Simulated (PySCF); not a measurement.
A run with a changed setting

The sound run of [PbF3]− (singlet) uses PySCF 2.14.0, RKS PBE, Pb def2-SVP with ECP60, F def2-SVP; non-relativistic Hamiltonian with scalar-relativistic core potentials where named; density fitting; no spin-orbit coupling, grid (50, 194), threshold 1e-8 and 55 cycles at the relaxed geometry. This run, with dm0 from free metal ions and neutral atoms, differs:

```python
mol = gto.M(atom='''
Pb    -0.00000    -0.00000    -0.61843
F      1.86507     0.00001     0.43331
F     -0.93254     1.61519     0.43331
F     -0.93252    -1.61520     0.43331''',
    basis={'Pb': 'def2-SVP', 'F': 'def2-SVP'},
    ecp={'Pb': 'def2-SVP'},
    charge=-4, spin=0)
mf = dft.RKS(mol, xc='PBE')
mf.grids.atom_grid = (50, 194)
mf = mf.density_fit()  # fitting sets: Pb def2-universal-JKFIT, F def2-universal-JKFIT
mf.conv_tol = 1e-08; mf.max_cycle = 58
mf.kernel(dm0)
```

**Question.** What was changed, and how did it end?

**Answer.** The charge was changed. The program refused it. The cycle limit differs too. These settings are unsound on purpose: the numbers aren't the compound's.
```
RuntimeError: Electron number 53 and spin 0 are not consistent
Note mol.spin = 2S = Nalpha - Nbeta, not 2S+1
```

Run from Python with OMP_NUM_THREADS=2; the lines above give its settings.
